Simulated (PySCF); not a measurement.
C2H9ClOSi2, SMILES CO[Si@H](Cl)[SiH2]C.

Geometry: r2SCAN-D4/def2-SVP. The structure was generated by enumeration; whether it is a known compound was not checked. Other conformers were not sampled.

Two levels are set side by side: PBE/def2-TZVP (PySCF) and PBE0/def2-TZVP (PySCF). Same geometry, gas phase. Differences are taken from unrounded values.

```json
[
 {"quantity": "orbital gap (eV)", "PBE0": "7.61"},
 {"quantity": "highest occupied level (eV)", "PBE0": "-7.89"},
 {"quantity": "lowest empty level (eV)", "PBE0": "-0.29"},
 {"quantity": "dipole moment (D)", "PBE0": "1.05"},
 {"quantity": "mean polarisability (bohr³)", "PBE0": "94.3"}
]
```

**Question.** What does PBE give, and how far is it from PBE0? (An estimate is asked for; the answer gives what the named calculation found.)

**Answer.** 
```json
[
 {"quantity": "orbital gap (eV)", "PBE": "5.56", "PBE minus PBE0": "-2.05"},
 {"quantity": "highest occupied level (eV)", "PBE": "-6.68", "PBE minus PBE0": "1.21"},
 {"quantity": "lowest empty level (eV)", "PBE": "-1.12", "PBE minus PBE0": "-0.84"},
 {"quantity": "dipole moment (D)", "PBE": "0.95", "PBE minus PBE0": "-0.10"},
 {"quantity": "mean polarisability (bohr³)", "PBE": "98.2", "PBE minus PBE0": "3.9"}
]
```

Without exact exchange PBE keeps part of each electron's self-repulsion, which lifts occupied levels and narrows the gap. Loosely held outer electrons make PBE densities more polarisable. Differences between two approximate levels are no errors against the true value.

Rough cost on one machine, each run with all the roots and properties that it gave: PBE0 against PBE within a factor of 2.
